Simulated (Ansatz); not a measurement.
Consider the formal exchange of groups at the Si–N bond: `N/C=N/[SiH3]` + `C[O][Zn][Cl]` → `[SiH3][O][Zn][Cl]` + `C/N=C\N`.

Computed with Ansatz on PBE0-D4/def2-TZVP structures; ΔE is electronic, products minus reactants. CCSD(T)/CBS is the MP2 limit (def2-TZVPP, def2-QZVPP) plus CCSD(T) − MP2 in def2-TZVPP, frozen cores. Double bonds are as drawn, so ΔE can hold a change between cis and trans. DFT in def2-TZVPP. B3LYP here is the variant with VWN-RPA as its local correlation; programs differ in this. For Zn outer-core shells are correlated without core-valence functions, which leaves a few kJ/mol of doubt a bond. Scalar relativity is left out up to krypton. Each species was taken in one conformer, which may not be the lowest.

```tsv
level	ΔE (kJ/mol)
ωB97M-V	-86.8
PBE-QIDH	-90.6
BLYP	-74.1
B3LYP	-80.6
```

Task: What does CCSD(T)/CBS give? (Best estimate.)

Result: The calculation gave: -94.4 kJ/mol. The listed levels differ from it by 7.6, 3.8, 20.3, 13.8 kJ/mol.

Largest T1 diagnostic among the species: 0.015.

At CCSD(T), def2-SVP lies +4.1 kJ/mol from the extrapolated value and def2-TZVPP +0.1 kJ/mol. Leaving LDA and LC-ωPBE aside and taking each functional with its dispersion term where it has one, the values, not all of them listed here, spread over 15.3 kJ/mol, from PBE-QIDH to PBE-D4. LDA lies −4.0 kJ/mol from PBE without D4. From BLYP to BHLYP (50 % exact exchange), in def2-TZVPP and without D4, ΔE moves by −13.8 kJ/mol.
